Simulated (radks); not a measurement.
Ionisation of neutral ruthenium, [Kr] 4d7 5s1, to [Kr] 4d7 as the strength of local exchange is varied. Method: Dirac Kohn-Sham, Slater X-alpha exchange (alpha = 2/3 is LDA exchange), no correlation, spin-unpolarised, spherical densities, point nucleus; open shells are shared between the two j in proportion to 2j + 1; computed with a radial shooting solver on a logarithmic mesh with Libxc functionals.

| alpha | E(Ru) (hartree) | exchange (hartree) | IE (eV) | -e of the level emptied (eV) | <r> of it (bohr) |
|---|---|---|---|---|---|
| 0.642 | -4518.33709 | -120.17661 | 6.545 | 3.504 (5s1/2) | 3.455 |
| 0.667 | -4523.01932 | -124.98746 | 6.672 | 3.618 (5s1/2) | 3.431 |
| 0.692 | -4527.70646 | -129.80809 | 6.800 | 3.733 (5s1/2) | 3.407 |
| 0.698 | -4528.83211 | -130.96650 | 6.830 | 3.761 (5s1/2) | 3.402 |
| 0.816 | -4551.02723 | -153.86267 | 7.452 | 4.331 (5s1/2) | 3.294 |
| 0.915 | -4569.73280 | -173.23945 | 7.993 | 4.837 (5s1/2) | 3.207 |
| 0.929 | -4572.38422 | -175.99189 | 8.070 | 4.911 (5s1/2) | 3.196 |
| 0.988 | -4583.57493 | -187.62485 | 8.402 | 5.225 (5s1/2) | 3.147 |

NIST Atomic Spectra Database: 7.361 eV (measured). The Delta-SCF value meets it near alpha = 0.80. Spin polarisation and multiplet splitting are left out, so open shells lie too high by an amount that depends on their filling. Sharing an open shell by 2j + 1 raises it above the true ground level by a part of the spin-orbit splitting, which enters the differences from NIST.

Beside tabulated values, note that spin-unpolarised runs miss the spin-polarisation part of the exchange energy of open shells.
